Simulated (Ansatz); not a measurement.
Born–Oppenheimer molecular dynamics of Cl2FH4HfNS (10 atoms, charge 0, multiplicity 1). It starts at the highest image of a converged band. Of that band: A structure lower than the first end lies on the path between it and the top, so the climb from that side starts below the end, which may itself be a saddle point or a shallow side well. A vibrational analysis at the climbing image gives one clearly imaginary mode, 367i cm⁻¹: a first-order saddle point.

The calculation used RKS B3LYP-D4/def2-SVP in Ansatz 0.2.0.

```json
{
  "ensemble": "NVE (velocity Verlet)",
  "time step": "0.5 fs",
  "steps asked": "200",
  "starting velocities drawn for": "300 K",
  "seed": "6367"
}
```

First frame:

```xyz
10
Properties=species:S:1:pos:R:3
Hf -0.385 -0.148 -0.455
F -0.240 -1.370 1.388
N 1.549 0.306 -0.169
H 2.193 -0.238 0.405
H 2.065 1.029 -0.669
Cl -0.952 1.573 -1.968
Cl -0.836 -2.126 -1.686
S -1.944 0.716 1.520
H -3.040 0.061 1.060
H -1.003 -0.675 1.817
```

(1) How far do the bonds stretch over the last three quarters of this one trajectory? (Pairs bonded in most of those frames.)

## Answers

(1) 
| bond | mean (Å) | spread (Å) | shortest | longest |
| --- | --- | --- | --- | --- |
| Hf1–F2 | 2.030 | 0.127 | 1.84 | 2.19 |
| Hf1–N3 | 2.014 | 0.028 | 1.96 | 2.06 |
| Hf1–Cl6 | 2.439 | 0.072 | 2.29 | 2.52 |
| Hf1–Cl7 | 2.363 | 0.033 | 2.32 | 2.42 |
| Hf1–S8 | 2.835 | 0.133 | 2.66 | 3.11 |
| N3–H4 | 1.021 | 0.008 | 1.00 | 1.04 |
| N3–H5 | 1.022 | 0.016 | 1.00 | 1.05 |
| S8–H9 | 1.359 | 0.023 | 1.33 | 1.39 |
| S8–H10 | 1.427 | 0.101 | 1.31 | 1.62 |

Pairs bonded in part of these frames only: Hf1–H10 36 %.

Mean temperature of the second half: 552 K. The conserved energy stayed within 0.068 meV per atom of its start (net change 0.028 meV per atom), so the integration is sound. The kinetic energy rose, since the run started high on the potential surface and went downhill. A run of 0.1 ps of so small a system gives no equilibrium averages. The orbitals stay closed-shell, which can raise the energy where a bond breaks towards radicals; this wasn't checked here.

The run took 12 min on 4 threads of Arm Neoverse V2 (shared host), peak memory 0.38 GiB.
